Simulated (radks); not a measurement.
Excited configurations of the dysprosium ion Dy2+: one electron is placed in a higher orbital outside [Xe] 4f9. The ground configuration is [Xe] 4f10. Method: Dirac Kohn-Sham, PBE, spin-unpolarised, spherical densities, point nucleus; open shells fill j = l - 1/2 first; computed with a radial shooting solver on a logarithmic mesh with Libxc functionals. Excitation = E - E(ground); binding = E(ion) - E, where the ion is the core of charge +3; n* = 3/sqrt(2 binding) in atomic units, and the quantum defect is n - n*.

outer orbital  excitation (eV)  binding (eV)     n*  quantum defect  eigenvalue (eV)
5d3/2                    4.933        20.126  2.467           2.533          -15.339
5f5/2                   17.144         7.916  3.933           1.067           -6.260
6s1/2                    5.204        19.855  2.483           3.517          -16.578
6p1/2                    9.484        15.576  2.804           3.196          -12.890
7p1/2                   16.487         8.572  3.780           3.220           -7.306
7f5/2                   21.320         3.740  5.722           1.278           -3.175

The Delta-SCF ionisation energy is 25.060 eV (NIST Atomic Spectra Database: 22.89 eV, semi-empirical). Self-interaction in the functional shifts the binding energies and quantum defects, so they are the method's values and not measured ones. Spin polarisation and multiplet splitting are left out, so open shells lie too high by an amount that depends on their filling.

Beside tabulated values, note that spin-unpolarised runs miss the spin-polarisation part of the exchange energy of open shells.
